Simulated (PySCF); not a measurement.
HSE06 on Cu⁻ (copper, charge -1), [Ar] 3d10 4s2, closed-shell 1S. All numbers are calculated (PySCF 2.14, scalar relativity through the core potential, in aug-cc-pwCVTZ-PP with ECP10MDF).

```
cycle= 1 E= -197.254899367667  delta_E= -0.00864  |g|= 0.343  |ddm|= 0.717
cycle= 2 E= -197.127850881655  delta_E= 0.127  |g|= 0.983  |ddm|= 0.39
cycle= 3 E= -197.273653878144  delta_E= -0.146  |g|= 0.0415  |ddm|= 0.376
cycle= 4 E= -197.273959196313  delta_E= -0.000305  |g|= 0.00598  |ddm|= 0.0397
cycle= 5 E= -197.273967765324  delta_E= -8.57e-06  |g|= 0.000245  |ddm|= 0.00691
cycle= 6 E= -197.273967836101  delta_E= -7.08e-08  |g|= 3.03e-05  |ddm|= 0.0044
cycle= 7 E= -197.273967836315  delta_E= -2.13e-10  |g|= 4.4e-07  |ddm|= 0.000227
converged SCF energy = -197.273967836315  <S^2> = -2.1316282e-14  2S+1 = 1
```

Highest occupied orbital energy: 0.823 eV; ⟨L²⟩ = 0.00; populations by l: s 4.00, p 6.00, d 10.00, f 0.00.

(1) Can this result be used?

## Answers

(1) With care. The run converged. Energies and moments cover only the electrons outside the core potential. At HSE06 the highest occupied level has a positive energy, so only the finite basis holds that electron; in a semilocal or global hybrid functional this comes from self-interaction and does not mean that the real anion is unbound.
